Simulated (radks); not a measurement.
Task: These are the eigenvalues of the occupied orbitals of an atom or ion with whole-number occupations (eV). Calculated with a radial shooting solver on a logarithmic mesh with Libxc functionals: non-relativistic Kohn-Sham, r2SCAN, spin-unpolarised, spherical densities, point nucleus; meta-GGA in the generalised Kohn-Sham scheme.

| orbital | eigenvalue |
|---|---|
| 1s | -15657.79 |
| 2s | -2107.930 |
| 2p | -1918.825 |
| 3s | -336.6014 |
| 3p | -266.6780 |
| 3d | -140.8769 |
| 4s | -47.2812 |
| 4p | -29.4628 |
| 5s | -5.2091 |
| 5p | -2.3221 |

Which element is it, and in what charge state? The configuration may be excited.

Result: Z = 38, strontium, charge 0: Sr in [Ar] 3d10 4s2 4p5 5s2 5p1. The list shows which subshells hold electrons but not how many an open one holds; the 1s level, -575.41 hartree, gives Z - s = 33.9 by -(Z - s)^2/2, which with screening narrows Z to a few neighbours, and the depths of the outer levels then fix element, charge and occupations together.
